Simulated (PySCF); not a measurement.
Zr(Cl)2(OH) (Cl₂HOZr), SMILES [Cl][Zr+]([Cl])[OH], charge +1, multiplicity 1. Coordinates come from a PBE-D3(BJ)/def2-SVP optimisation. The spin state was assumed, not searched. The isomer is the one that the SMILES or the coordinates give; other isomers of the formula were not compared. The def2 effective core potentials stand for the cores of Zr; spin–orbit coupling is left out. One conformer was computed; it need not be the lowest.

Computed with PBE-D3(BJ)/def2-SVP in PySCF.

Harmonic wavenumbers (cm⁻¹): 101, 127, 156, 381, 431, 453, 510, 804, 3716. Rotational constants (GHz): 3.307, 1.901, 1.359; symmetry number 1.

### Question
Work out the zero-point energy and the ideal-gas rigid-rotor harmonic-oscillator thermochemistry at 298.15 K and 1 atm.

### Answer
ZPE = ½ Σ hcν = ½ × 6679 cm⁻¹ = 39.95 kJ/mol. H − E(el) = 58.31 kJ/mol. Entropy in J/(mol K): translation 173.45, rotation 117.24, vibration 52.50, total 343.19. G − E(el) = -44.02 kJ/mol. Cp = 83.09 J/(mol K). Modes under 150 cm⁻¹ make the vibrational entropy uncertain.
